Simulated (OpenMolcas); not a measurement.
**Levels of Sn3+ by method**

```json
{
 "Program": "OpenMolcas",
 "Basis": "ANO-RCC-VQZP [8s7p5d3f2g]",
 "Scalar Hamiltonian": "DKH3, point nucleus",
 "Active space": "1 electron in 4 orbitals (5s 5p)",
 "State averaging": "2S+1 = 2 even, 1 root; 2S+1 = 2 odd, 3 roots",
 "Spin-orbit coupling": "RASSI with atomic mean-field integrals over the reference wave functions, term energies averaged over their components"
}
```

Methods on the same reference wave functions:
A. CASSCF
B. SS-CASPT2, IPEA 0.25 Eh, imaginary shift 0.1 Eh (closed shells correlated: 4d)

Energies in cm⁻¹ above 5s ²S_1/2, the measured ground level; measured values from Moore, Atomic Energy Levels, vol. III, NSRDS-NBS 35 (1971 reprint of NBS Circular 467, 1958).

```json
{"Level": "5s ²S_1/2", "A": "0.0", "B": "0.0", "Measured": "0.0"}
{"Level": "5p ²P°_1/2", "A": "67837", "B": "71059", "Measured": "69564"}
{"Level": "5p ²P°_3/2", "A": "72879", "B": "76101", "Measured": "76072"}
```

Deviations, from unrounded energies. A percentage is the sum of absolute deviations over the sum of measured energies, with the sign that they share, or ± where signs differ.

| Against measurement | Levels | A | B |
| --- | --- | --- | --- |
| mean absolute deviation (cm-1) | 2 | 2500 | 760 |
| other configurations (%) | 2 | -3.4 | +1.0 |

B lies closest to measurement on these levels. The largest miss of B in the table is 5p ²P°_1/2, by +1500 cm-1. The ranking rests on the paired levels alone, and a cruder setting can come out closer through cancelling errors.

The lowest spin-free term lies below A's lowest term by 0.395 hartree in B.

With one active electron the reference holds no correlation, so core polarisation is missing (holds for A). With one active electron, CASPT2 adds the correlation within the correlated inactive shells and between them and that electron, and leaves the splitting within a term as the reference gives it (holds for B). Measured partners are found by configuration, term and J. A level has none where our copy of the source lacks it or the pairing is in doubt (some pairs that miss far off the trend of their configuration count as doubtful), and it then counts in no deviation. Levels of configurations outside the active space are missing.

° marks odd parity.
